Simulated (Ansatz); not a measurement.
Reaction (ligand exchange at the Hf–Se bond): `[Cl][Hf]([Cl])([Cl])[SeH]` + H₂S → `[SH][Hf]([Cl])([Cl])[Cl]` + H₂Se

Isolated molecules relaxed with PBE0-D4/def2-TZVP in Ansatz; ΔE leaves out vibrations. CBS: MP2 limit from def2 TZ/QZ plus the TZ coupled-cluster correction, frozen cores. This one scheme is used for every species. Functionals use def2-TZVPP. Elements past krypton have def2 core potentials. For Hf, Se outer-core shells are correlated without core-valence functions, which leaves a few kJ/mol of doubt a bond. Scalar relativity is left out up to krypton. One conformer a species, not always the lowest.

`[Cl][Hf]([Cl])([Cl])[SeH]`:

Cartesian coordinates in Å:
```
Cl 1.224 -1.987 0.655
Hf 0.403 -0.060 -0.349
Cl -0.975 -0.673 -2.116
Cl 2.110 1.345 -1.038
Se -0.944 1.278 1.354
H -1.818 0.097 1.494
```

H₂S:

```xyz
3

S    -0.100   -0.594   -0.144
H    -0.362    0.568   -0.761
H     0.461    0.027    0.904
```

`[SH][Hf]([Cl])([Cl])[Cl]`:

Cartesian coordinates in Å:
```
S 0.809 -0.689 1.672
Hf 0.069 0.104 -0.486
Cl 1.893 -0.111 -1.900
Cl -1.736 -1.179 -1.192
Cl -0.626 2.313 -0.291
H -0.409 -0.438 2.197
```

H₂Se:

```xyz
3

Se   -0.033   -0.256    0.634
H     0.878   -0.439   -0.502
H    -0.845    0.696   -0.132
```

```
    level  ΔE (kJ/mol)
r2SCAN-D4          4.1
     BLYP          2.7
```

What does CCSD(T)/CBS give? (Best estimate.)

Ansatz gave: +8.8 kJ/mol. The listed levels differ from it by -4.7, -6.1 kJ/mol.

Largest T1 diagnostic among the species: 0.014.

Leaving LDA and LC-ωPBE aside and taking each functional with its dispersion term where it has one, the values, not all of them listed here, spread over 8.5 kJ/mol, from B97M-V to PBE-QIDH. At CCSD(T), def2-SVP lies −4.6 kJ/mol from the extrapolated value and def2-TZVPP −1.1 kJ/mol.
